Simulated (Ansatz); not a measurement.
Spectroscopic constants of Na2-, multiplicity 4 (an upper state: multiplicity 2 came lower at CCSD(T)/def2-TZVPP on PBE0 minima).

Constants: fifth-degree fit in 1/R to seven points, most abundant isotopes. In def2 and cc sets the state is the lowest found near the PBE0 minimum, followed along R.

Correlated levels freeze the inner cores; with def2 sets outer-core shells near the valence are correlated too.

Programs: Ansatz (a program for electronic structure). 

Question: What bond length and harmonic frequency does PBE0/def2-TZVPP give?

Answer: r_e = 3.871 Å, ω_e = 72 cm⁻¹.

Question: What bond length and harmonic frequency does CCSD/def2-TZVPP give?

Answer: r_e = 3.757 Å, ω_e = 84 cm⁻¹.

Question: What bond length and harmonic frequency does CCSD(T)/def2-TZVPP give?

Answer: r_e = 3.748 Å, ω_e = 85 cm⁻¹.
